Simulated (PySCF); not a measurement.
C3H7O, charge +1. Atoms are numbered in the order given.

```xyz
11

C      1.2891    -0.5065     0.4317
C      0.0116     0.0513    -0.0342
C     -1.2895    -0.5423     0.3226
O      0.0902     1.0898    -0.7707
H      1.1935    -0.9258     1.4444
H      1.5257    -1.3594    -0.2378
H      2.1040     0.2257     0.3600
H     -2.1213    -0.1795    -0.2984
H     -1.4888    -0.2781     1.3806
H     -1.2308    -1.6421     0.2936
H     -0.7708     1.4250    -1.0972
```
Charge +1, spin multiplicity 1.

Coordinates come from a B3LYP-D3(BJ)/def2-SVP optimisation. The isomer is the one that the SMILES or the coordinates give; other isomers of the formula were not compared.

The numbers are results of HF/pcSseg-1 run with PySCF, not measurements.

GIAO shieldings, no solvent; atoms listed in one row are averaged. δ = σ(ref) − σ: ¹³C against TMS (σ = 192.6 ppm); ¹⁷O against H2O (σ = 333.0 ppm); ¹H against TMS (σ = 31.99 ppm), references at their B3LYP-D3(BJ)/def2-TZVP geometries, non-relativistic.

```json
[
 {"nucleus": "¹³C", "atoms": "C2", "count": "1", "δ (ppm)": "266.5"},
 {"nucleus": "¹³C", "atoms": "C3", "count": "1", "δ (ppm)": "33.7"},
 {"nucleus": "¹³C", "atoms": "C1", "count": "1", "δ (ppm)": "31.9"},
 {"nucleus": "¹⁷O", "atoms": "O4", "count": "1", "δ (ppm)": "319.7"},
 {"nucleus": "¹H", "atoms": "H11", "count": "1", "δ (ppm)": "11.00"},
 {"nucleus": "¹H", "atoms": "H5, H6, H7", "count": "3", "δ (ppm)": "3.80"},
 {"nucleus": "¹H", "atoms": "H8, H9, H10", "count": "3", "δ (ppm)": "3.69"}
]
```
